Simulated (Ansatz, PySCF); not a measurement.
Ways to break one bond of OBO [boronic acid]:

A. OBO [boronic acid] → [BH]O + [OH] (HO)
B. OBO → [O]BO + H atom
C. OBO [boronic acid] → O[B]O + H atom

Quantity: bond dissociation energy (enthalpy at 298 K, with B3LYP-D3(BJ) rigid-rotor harmonic-oscillator terms), kcal/mol. Geometries: B3LYP-D3(BJ)/def2-TZVP minima from Ansatz (a first-principles code), one conformer each, not searched for the lowest. Frequencies are from Ansatz or PySCF. Valence correlation only, unless marked. Open shells are spin-unrestricted. No spin-orbit coupling. Non-relativistic. CBS marks a two-point X^-3 extrapolation of the correlation energy; Hartree-Fock from the larger set. [CCSD(T)-MP2]/basis is that difference in the basis named.

Question: Rank them by bond dissociation energy at RI-MP2/CBS(aug-cc-pVTZ,aug-cc-pVQZ)+[CCSD(T)-MP2]/aug-cc-pVTZ (Ansatz), lowest first.

Answer: C (111.8 kcal/mol), B (115.6 kcal/mol), A (151.6 kcal/mol)
